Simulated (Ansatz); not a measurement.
SiF₅, that is [SiF5]- with one electron fewer. Total charge 0; doublet. Geometry PBE0-D4/def2-SVPD, that of the charge -1 singlet; atoms count from 1.

Cartesian coordinates in Å:
```
Si 0.000 0.000 0.000
F -1.132 1.194 0.379
F 1.130 -1.194 -0.380
F -0.108 0.406 -1.600
F -1.004 -1.152 0.633
F 1.113 0.747 0.969
```

**Question.** Estimate the Mulliken populations from the PBE0/def2-TZVPD orbitals of Ansatz.

**Answer.** 
```tsv
atom	charge (e)	spin (α − β)
Si1	1.00	-0.07
F2	-0.19	0.31
F3	-0.19	0.31
F4	-0.17	0.22
F5	-0.23	0.11
F6	-0.23	0.11
```
Mulliken values depend strongly on the basis. With diffuse functions, as here, like atoms can get unlike values, and bond orders can come out too low or too high.

**Question.** Where does the spin sit?

**Answer.** Summed by element: Si -0.07, F 1.07, of 1 unpaired in all. Largest on single atoms: F2 0.31, F3 0.31, F4 0.22.

**Question.** And the Mayer bond orders between heavy atoms (over 0.3)?

**Answer.** Si1–F2 0.91 (1.69 Å); Si1–F3 0.91 (1.69 Å); Si1–F4 0.89 (1.65 Å); Si1–F5 0.97 (1.65 Å); Si1–F6 0.97 (1.65 Å).
